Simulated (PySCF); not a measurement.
## Telling isomers of C7H8FP apart by NMR

Calculated, not measured (PySCF): coordinates at the GFN2-xTB level, PBE0/pcSseg-1 with gauge-including orbitals. Non-relativistic, isolated molecule, one conformer, equivalent nuclei averaged.

Scale: 1H and 13C vs TMS (reference shieldings calculated alike). Splittings of carbon signals by F and P are missing where no couplings were computed. Where no couplings were computed, multiplicities follow the n + 1 count of equivalent neighbours, and m marks all less simple cases (inequivalent or close neighbours, rings, F or P nearby). Shifts are as computed. Against solution values, carbons near 30 ppm lie about +3 ppm off and those near 130 ppm about +5 ppm. Of 1211 compounds with measured shifts, 218 miss one by over three times the rms of a fit or turn the order of signals round; such compounds aren't used in these exercises.

(1) Tabulate the signals of `CCc1cccc(F)p1`, `CPc1ccc(F)cc1` and their relative energies.

(2) What is the quickest way to tell CCc1cccc(F)p1 from CPc1ccc(F)cc1?

Answers

(1) 
| SMILES | carbon types | δC | δH | E rel. (kcal/mol) |
| --- | --- | --- | --- | --- |
| CCc1cccc(F)p1 | 2×C 3×CH 1×CH2 1×CH3 | 211.9, 191.3, 137.9, 134.6, 124.6, 38.7, 26.3 | 7.79 (m, 1H), 7.74 (m, 1H), 7.63 (m, 1H), 3.04 (m, 2H), 1.33 (t, 3H) | 4.3 |
| CPc1ccc(F)cc1 | 2×C 4×CH 1×CH3 | 172.6, 142.9, 138.9, 121.5, 13.3 | 7.70 (m, 2H), 7.29 (m, 2H), 4.21 (m, 1H), 1.37 (m, 3H) | 0.0 |

Energies are electronic energies at PBE0/pcSseg-1 on these geometries, without zero-point or thermal terms, each for the one conformer computed, which needn't be the lowest.

(2) Count the carbon signals: 7 against 5. The first has an sp3 CH2 on an aromatic ring at 38.7 ppm, the second a substituted aromatic carbon (C) at 142.9 ppm. Their most deshielded carbons lie at 211.9 and 172.6 ppm.
